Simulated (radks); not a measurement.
Removal energies from the dysprosium ion Dy5+, [Xe] 4f7, by Delta-SCF beside the eigenvalue of the level emptied. Method: scalar-relativistic Kohn-Sham, BLYP, spin-polarised, spherical densities, finite nucleus; Fermi nuclear charge, rms radius of each element as measured or else 0.836 A^(1/3) + 0.57 fm; computed with a radial shooting solver on a logarithmic mesh with Libxc functionals. Open shells are filled with parallel spins first.

removed from,final configuration,Delta-SCF (eV),-eigenvalue (eV)
4f,[Xe] 4f6,91.949,79.805
5p,[Kr] 4d10 4f7 5s2 5p5,92.256,84.773
5s,[Kr] 4d10 4f7 5s1 5p6,119.65,111.40
4d,[Kr] 4d9 4f7 5s2 5p6,239.12,226.38
